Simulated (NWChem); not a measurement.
Molecule: CH$_{5}$FSi; SMILES F[SiH2]C

All runs: NWChem. The geometry was optimised at PBE0/def2-SVP. Ions are spin-unrestricted doublets at the neutral geometry; other ion states weren't tried.

### Question
Estimate the computed values for PBE/def2-SVP. Quantities: −ε(HOMO) (eV).

### Answer
```yaml
"−ε(HOMO) (eV)": 7.70
```
